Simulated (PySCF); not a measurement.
Species: C7H4BrO2 (charge -1).
SMILES: `O=C([O-])c1cccc(Br)c1`

Level: B3LYP/def2-SVPD in PySCF, non-relativistic, on one gas-phase PBE0-D3(BJ)/def2-SVP geometry that isn't relaxed in the solvent. The solvent is an IEF-PCM continuum (van der Waals radii × 1.2), and excitations are vertical TDDFT with non-equilibrium linear response and a frozen core. Specific hydrogen bonds and non-electrostatic terms are outside this model. Spin–orbit coupling is left out although an atom past zinc is present.

```tsv
run	E − E(gas) (kJ/mol)	HOMO (eV)	HOMO–LUMO gap (eV)	lowest singlet (eV)	static polarisability (au)
gas	0.00	-2.03	4.41	3.55	122.0
P	-232.30	-6.50	5.64	4.56	165.4
Q	-187.36	-5.66	5.38	4.33	152.2
```

The runs were made in acetone and chloroform. Which run belongs to which solvent?

P = acetone, Q = chloroform. The dielectric constants are 4.711 (chloroform), 20.49 (acetone), and the energy falls further as ε rises. The optical constants n² used for the excitations are 2.09, 1.85 in the same order. In this model the ground state sees the solvent through ε alone.

How constant is the ratio of the lowering to 1 − 1/ε?

```tsv
solvent	1 − 1/ε	E − E(gas) (kJ/mol)	ratio (kJ/mol)	polarisation term (kJ/mol)
chloroform	0.788	-187.36	-237.8	-197.97
acetone	0.951	-232.30	-244.2	-251.03
```

The ratio changes by +2.7 % in size from chloroform to acetone. The polarisation term is half the interaction of the solute with the induced surface charges.

The values belong to the conformer `[O:1]=[C:2]([O-:3])[c:4]1[cH:5][cH:6][cH:7][c:8]([Br:9])[cH:10]1`: O1–C2–C4–C5 180°.
